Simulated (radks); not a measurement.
Initial-state core-level shifts of neutral gadolinium when its valence configuration changes from [Xe] 4f7 5d1 6s2. Method: scalar-relativistic Kohn-Sham, PBE, spin-polarised, spherical densities, point nucleus; open shells are filled with parallel spins first (spin-orbit coupling, left out, can overturn this in heavy ions); computed with a radial shooting solver on a logarithmic mesh with Libxc functionals. Shifts are changes of the shell-averaged eigenvalues in eV (positive: less bound).

[
 {"valence": "4f7 6s2 6p1", "2p": "-3.317", "3p": "-3.251", "4p": "-3.281", "4d": "-3.300"},
 {"valence": "4f8 6s2", "2p": "+6.367", "3p": "+7.222", "4p": "+6.717", "4d": "+6.469"},
 {"valence": "4f7.5 5d1 6s1.5", "2p": "+4.130", "3p": "+4.571", "4p": "+4.294", "4d": "+4.168"},
 {"valence": "4f7 5d2 6s1", "2p": "+1.769", "3p": "+1.723", "4p": "+1.757", "4d": "+1.775"},
 {"valence": "4f7 5d2 6p1", "2p": "+0.562", "3p": "+0.514", "4p": "+0.544", "4d": "+0.563"},
 {"valence": "4f7 5d0.5 6s2 6p0.5", "2p": "-1.630", "3p": "-1.601", "4p": "-1.616", "4d": "-1.625"},
 {"valence": "4f7 5d1.5 6s1.5", "2p": "+0.917", "3p": "+0.892", "4p": "+0.909", "4d": "+0.919"},
 {"valence": "4f7 5d3", "2p": "+2.890", "3p": "+2.821", "4p": "+2.875", "4d": "+2.906"}
]
